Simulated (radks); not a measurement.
The numbers below are computed, except where a source is named.
All-electron atom: the manganese ion Mn+ in [Ar] 3d4 4s1 4p1 (not the ground configuration). Level of theory: scalar-relativistic Kohn-Sham, exchange-only PBE, spin-polarised, spherical densities, finite nucleus; open shells are filled with parallel spins first; Fermi nuclear charge, rms radius 3.7057 fm (a radial shooting solver on a logarithmic mesh with Libxc functionals).

Local quantities along the radius. ELF = 1/(1 + alpha^2) is the electron localisation function; alpha = (tau - tau_W)/tau_unif compares the Pauli kinetic energy density with that of the uniform gas (summed over spins). tau is taken from the large components.

```
   r/bohr * ELF (the largest magnitude, 1, reaches the edge; | marks zero)
 0.003122 |                                                      *
 0.004164 |                                                      *
 0.005599 |                                                      *
 0.007467 |                                                      *
  0.01004 |                                                      *
   0.0135 |                                                      *
    0.018 |                                                      *
   0.0242 |                                                      *
  0.03228 |                                                     *
   0.0434 |                                                   *
  0.05789 |                                         *
  0.07783 |                    *
   0.1038 |               *
   0.1396 |                            *
   0.1861 |                                          *
   0.2503 |                                            *
   0.3338 |                          *
   0.4488 |        *
   0.6034 |                              *
   0.8048 |                                           *
    1.082 |                                      *
    1.443 |                   *
     1.94 |             *
    2.588 |                            *
    3.479 |                                  *
     4.64 |                   *
    6.239 |  *
    8.321 *
```

On this mesh the ELF has minima near r = 0.10, 0.45, 1.7 bohr, which separate the shells, and maxima near 0.22 (0.83), 0.80 (0.80), 3.5 (0.64).

Self-consistent cycle (total energy in hartree, residual of the potential): 1: -1156.449259, 2e+00; 2: -1156.726140, 1e+00; 3: -1156.833841, 2e-01; 4: -1156.837291, 6e-02; 5: -1156.837575, 4e-02; 6: -1156.837820, 5e-03; 7: -1156.837825, 1e-03; 8: -1156.837825, 8e-04; 9: -1156.837825, 5e-04; 10: -1156.837825, 1e-04; 11: -1156.837825, 5e-06; 12: -1156.837825, 1e-06; 13: -1156.837825, 2e-07; 14: -1156.837825, 3e-07; 15: -1156.837825, 2e-07; 16: -1156.837825, 9e-08; 17: -1156.837825, 9e-09; 18: -1156.837825, 2e-09.
